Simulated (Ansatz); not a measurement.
Two isomers of CH8BNOSi: A = `CB(N)[SiH2]O`, B = `B[SiH2]C(N)O`.

Computed with Ansatz on PBE0-D4/def2-TZVP structures; ΔE is electronic, products minus reactants. CBS: MP2 limit from def2 TZ/QZ plus the TZ coupled-cluster correction, frozen cores. DFT in def2-TZVPP. B3LYP here is the variant with VWN-RPA as its local correlation; programs differ in this. One conformer a species, not always the lowest.

(1) Which isomer does CCSD(T)/CBS put lower? Give the gap. (An estimate is asked.)

(2) Give E(B) − E(A) in kJ/mol with PBE0-D4, MP2/def2-TZVPP, B3LYP-D4, PBE-D4, CCSD(T)/def2-TZVPP, HF/def2-TZVPP, CCSD/def2-TZVPP. (Best estimate.)

Largest T1 diagnostic: 0.012.

Results:

(1) The calculation gave: A, by 416.0 kJ/mol.

(2) Computed: PBE0-D4 410.3, MP2/def2-TZVPP 427.2, B3LYP-D4 413.5, PBE-D4 404.6, CCSD(T)/def2-TZVPP 413.3, HF/def2-TZVPP 410.1, CCSD/def2-TZVPP 413.4. None reverses the order clearly.

From PBE to PBE0 (25 % exact exchange), in def2-TZVPP and without D4, E(B) − E(A) moves by +5.6 kJ/mol. In def2-TZVPP, CCSD(T) changes the Hartree–Fock value by +3.2 kJ/mol (the triples alone add −0.1 kJ/mol) and MP2 by +17.1 kJ/mol.
